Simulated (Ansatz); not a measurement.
Total energies of SnH3(nBu) (C4H12Sn) from Ansatz at PBE0-D4/def2-TZVPD, gas phase (1 Eh = 27.2114 eV = 2625.5 kJ/mol). The reference geometry is relaxed at PBE-D4/def2-SVP.

| state | geometry | energy (Eh) |
| --- | --- | --- |
| charge 0 singlet | reference | -373.79036 |
| charge -1 doublet | reference | -373.75968 |
| free Sn atom (triplet) | – | -214.25878 |
| free H atom (doublet) | – | -0.50104 |
| free C atom (triplet) | – | -37.80543 |

In the def2 sets Sn takes a core potential; there is no spin–orbit coupling.

Question: Work out the vertical electron affinity, to the doublet.

Answer: E(charge 0 singlet) − E(charge -1 doublet) = -373.79036 − (-373.75968) = -0.03068 Eh = -0.83 eV; negative, so the extra electron isn't bound.

Question: What is the binding energy per atom against free atoms?

Answer: Atoms: 1 × (-214.25878) + 12 × (-0.50104) + 4 × (-37.80543) = -371.49298 Eh. Binding: -371.49298 − (-373.79036) = 2.29738 Eh = 62.51 eV, or 3.68 eV for each of 17 atoms (no zero-point energy, no counterpoise term).

At PBE0-D4/def2-TZVPD the highest occupied level of the charge -1 doublet lies above zero (up to 1.76 eV). By energy differences it is unbound by 0.83 eV (vertical, against the charge 0 singlet, at PBE0-D4/def2-TZVPD) and held by the finite basis.
